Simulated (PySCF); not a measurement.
Species: C7H9NOS.
Atom-mapped SMILES: `[CH3:1][c:2]1[cH:3][cH:4][n+:5]([O-:6])[cH:7][c:8]1[CH2:9][SH:10]`

Structure used (GFN2-xTB), in Å, numbered top down from 1:
```
atom  x, y, z in Å
C1    -1.648   -1.425   -0.147
C2    -0.283   -0.829   -0.052
C3     0.822   -1.598    0.295
C4     2.078   -1.050    0.390
N5     2.295    0.264    0.148
O6     3.444    0.760    0.238
C7     1.234    1.030   -0.191
C8    -0.047    0.529   -0.304
C9    -1.155    1.471   -0.643
S10   -2.115    1.918    0.863
H11   -2.014   -1.383   -1.174
H12   -2.349   -0.876    0.479
H13   -1.633   -2.464    0.170
H14    0.700   -2.651    0.500
H15    2.953   -1.621    0.659
H16    1.464    2.069   -0.375
H17   -1.885    1.020   -1.312
H18   -0.779    2.395   -1.079
H19   -1.090    2.449    1.526
```

NICS is the negative of the GIAO shielding at a point without a nucleus: at the ring centre (0) and 1 Å above and below it (1); zz is the component along the ring normal. Level: GIAO PBE0/pcSseg-1 (PySCF, non-relativistic, gas phase) on the GFN2-xTB geometry, one conformer.

Ring bond lengths (Å), with Mayer bond orders in brackets: C2–C3 1.391 (1.39), C3–C4 1.374 (1.44), C4–N5 1.353 (1.13), N5–C7 1.352 (1.11), C7–C8 1.380 (1.43), C8–C2 1.401 (1.30).

**Question.** Give the NICS values of each ring in ppm.

**Answer.** 
```json
{"ring": "C2–C3–C4–N5–C7–C8", "type": "6-membered ring with N; formal bonds all aromatic", "NICS(0)": "-6.7", "NICS(1), two faces": "-8.5 / -8.6", "NICS(1)zz, two faces": "-19.6 / -20.2", "rms pucker (Å)": "0.00", "centre to ring atoms, mean (Å)": "1.37"}
```

**Question.** What can be read from them?

**Answer.** 
- C2–C3–C4–N5–C7–C8: mean NICS(1)zz -19.9 ppm, shielded.

**Question.** What does the geometric index give? HOMA = 1 − mean of α(R − Ropt)² over the ring bonds, with Krygowski's 1993 parameters (CC: Ropt 1.388 Å, α 257.7 Å⁻²; CN: Ropt 1.334 Å, α 93.52 Å⁻²).

**Answer.** 
- C2–C3–C4–N5–C7–C8: HOMA 0.97; the largest term is that of C3–C4, α(R − Ropt)² = 0.05.
